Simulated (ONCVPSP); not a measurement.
**What one change does to a pseudopotential (Zn, ONCV)**

zinc (Zn), optimised norm-conserving Vanderbilt (ONCV), made with ONCVPSP 4.0.1 (LDA (Perdew-Zunger), scalar-relativistic). Core [Ne], reference 3s2 3p6 3d10 4s2. Waves: 3s+4s: rc 0.95 bohr, ncon 5, nbas 8, qcut 13.8 1/bohr, 3 projectors, debl 0.7 Ha; 3p: rc 0.75 bohr, ncon 5, nbas 9, qcut 13 1/bohr, 1 projector; 3d: rc 0.95 bohr, ncon 4, nbas 9, qcut 16.2 1/bohr, 2 projectors, debl 3.5 Ha. Local part: polynomial inside 0.50 bohr (lpopt 5, dvloc0 1 Ha). Core correction: Teter function fitted to the true core (icmod 2), fcfact 0.25.

Change: core correction Teter function, fcfact 5.5, rcfact 1.25.

Cutoffs: the cutoffs (Ha) at which the residual kinetic energy of the hardest occupied pseudo-wave falls to 1 and 0.1 mHa per electron; they do not see the model core or the augmentation charge, which bear on the density cutoff. Errors are all-electron minus pseudo energies relative to the spin-unpolarised reference configuration.

Q: What does the change do?

A: The potential gets neither clearly harder nor softer (105 Ha and 388 Ha → 105 Ha and 388 Ha); the errors of the 4 common tests hardly move; neither file shows a bound ghost. A model core, the more so a compact one, raises the density cutoff, which this test does not measure.

```tsv
quantity	base	changed
cutoff, loose	105 Ha	105 Ha
cutoff, tight	388 Ha	388 Ha
bound ghosts	none	none
GHOST(+) flags under 300 eV	none	none
error for 3s2 3p6 3d10 4s1, meV [ΔE 10.19 eV]	-0.4	-0.4
error for 3s2 3p6 3d10 4s0, meV [ΔE 28.96 eV]	+1.0	+1.1
error for 3s2 3p6 3d9 4s0, meV [ΔE 69.85 eV]	-6.1	-6.0
error for 3s2 3p6 3d10 4s1.5, meV [ΔE 4.08 eV]	-0.1	-0.1
s: phases at 0.96 bohr within 0.05 rad from the reference energy up to (Ha; the scan ends near 5)	to the end of the scan	to the end of the scan
p: phases at 0.76 bohr within 0.05 rad from the reference energy up to (Ha; the scan ends near 5)	to the end of the scan	to the end of the scan
d: phases at 0.96 bohr within 0.05 rad from the reference energy up to (Ha; the scan ends near 5)	to the end of the scan	to the end of the scan
rms error of d²Exc/dni dnj with the model core, mHa	1.18	1.38
```
